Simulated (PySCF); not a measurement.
Compound: [WSF4]- (charge -1 and doublet state).
Bonds: W1–S2, W1–F3, W1–F4, W1–F5, W1–F6.

Method: PBE0-D3(BJ)/def2-SVP geometry optimisation, gas phase, def2 core potentials past Kr in PySCF; unrestricted, density fitting, grid level 1; the optimiser is geomeTRIC in internal coordinates, started from a GFN2-xTB structure with every atom displaced at random (about 0.03 Å).

Step 0: E = -23510.7455 eV
```
atom  x, y, z in Å  |  force x, y, z in eV/Å
W1      0.0615   -0.0773    0.1237   -3.546   3.399  -1.529
S2     -0.0125   -0.0208    2.2981    0.248  -0.237  -0.842
F3      1.7711    0.0062   -0.6358    0.955  -0.305   0.008
F4      0.0864    1.8437   -0.6061   -0.101  -2.279   1.100
F5     -1.8425   -0.0298   -0.6314    2.277  -0.156   1.085
F6     -0.0009   -1.8180   -0.6178    0.167  -0.422   0.179
```

Q: Estimate the geometry and energy of step 1. (The exact step hangs on the optimiser's Hessian estimate; all steps are aligned on step 0, rigid shifts and turns removed.)

A: E = -23511.1129 eV, largest force 2.542 eV/Å
```
atom  x, y, z in Å  |  force x, y, z in eV/Å
W1     -0.0233   -0.0056    0.0734    2.027  -1.437   0.534
S2      0.0524   -0.0232    2.2050   -0.209   0.030   0.786
F3      1.7906   -0.0074   -0.5377    0.218  -0.027  -0.130
F4      0.0198    1.7308   -0.5862   -0.092   1.730  -0.553
F5     -1.7498   -0.0059   -0.6046   -1.918   0.073  -0.572
F6     -0.0266   -1.7848   -0.6192   -0.026  -0.368  -0.065
```

The energy changes by -0.3674 eV. The first-order estimate −F·Δx gives -1.2438 eV and the mean of the old and new forces, exact on a quadratic surface, -0.2220 eV. The step makes an angle of 42° with the force vector and moves no atom by more than 0.133 Å.

The cost below is that of the whole optimisation. On an Arm Neoverse V1 with one thread, shared host, this took 1.8 min and 0.47 GiB of memory at its peak.
